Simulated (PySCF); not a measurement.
Compound: C3H10N2Si.
SMILES with atom numbers: `[NH2:1][SiH2:2][NH:3][CH:4]1[CH2:5][CH2:6]1` (hydrogens: H7, H8 on N1; H9, H10 on Si2; H11 on N3; H12 on C4; H13, H14 on C5; H15, H16 on C6)

Geometry (PBE0-D3(BJ)/def2-SVP, Å), atoms numbered from 1 in this order:
```
atom  x, y, z in Å
N1     2.9773   -0.6174    0.0871
Si2    1.5421    0.2871   -0.2306
N3     0.2159   -0.6230    0.4034
C4    -1.0069   -0.1149    0.9235
C5    -2.2996   -0.4160    0.2167
C6    -1.7338    0.9711    0.1843
H7     3.7690   -0.5484   -0.5411
H8     3.2711   -0.8197    1.0358
H9     1.4215    1.6492    0.3855
H10    1.5723    0.4801   -1.7195
H11    0.2828   -1.6351    0.3844
H12   -1.0790   -0.0557    2.0200
H13   -2.2263   -1.0076   -0.6997
H14   -3.1915   -0.6093    0.8186
H15   -2.2209    1.7558    0.7682
H16   -1.2990    1.3168   -0.7578
```

Computed with PySCF at CAM-B3LYP/def2-SVPD, non-relativistic, on one gas-phase PBE0-D3(BJ)/def2-SVP geometry that isn't relaxed in the solvent. The solvent is an IEF-PCM continuum (cavity from Bondi-type radii × 1.2), and excitations are vertical TDDFT with non-equilibrium linear response and a frozen core. Only the electrostatic response of the medium enters.

```csv
run,E − E(gas) (kcal/mol),HOMO (eV),HOMO–LUMO gap (eV),dipole (D),lowest singlet (eV),static polarisability (au)
gas,0.00,-7.95,9.16,0.99,6.29,76.8
P,-2.83,-7.92,9.24,1.19,6.33,94.0
Q,-3.98,-7.94,9.26,1.28,6.35,102.7
```

**Question.** The runs were made in chloroform and dimethylsulfoxide. Which run belongs to which solvent?

**Answer.** P = chloroform, Q = dimethylsulfoxide. The dielectric constants are 4.711 (chloroform), 46.83 (dimethylsulfoxide), and the energy falls further as ε rises. The optical constants n² used for the excitations are 2.09, 2.19 in the same order. In this model the ground state sees the solvent through ε alone.

**Question.** How constant is the ratio of the lowering to (ε − 1)/(2ε + 1)?

**Answer.** 
```tsv
solvent	(ε − 1)/(2ε + 1)	E − E(gas) (kcal/mol)	ratio (kcal/mol)	polarisation term (kcal/mol)
chloroform	0.356	-2.83	-7.9	-3.01
dimethylsulfoxide	0.484	-3.98	-8.2	-4.34
```

The ratio changes by +3.4 % in size from chloroform to dimethylsulfoxide. The polarisation term is half the interaction of the solute with the induced surface charges.

Time: 28 s wall; peak memory 1.0 GiB. Hardware: one thread, Intel Xeon 6975P-C (x86_64), shared host. This is the whole response run at CAM-B3LYP/def2-SVPD in dimethylsulfoxide, SCF included.
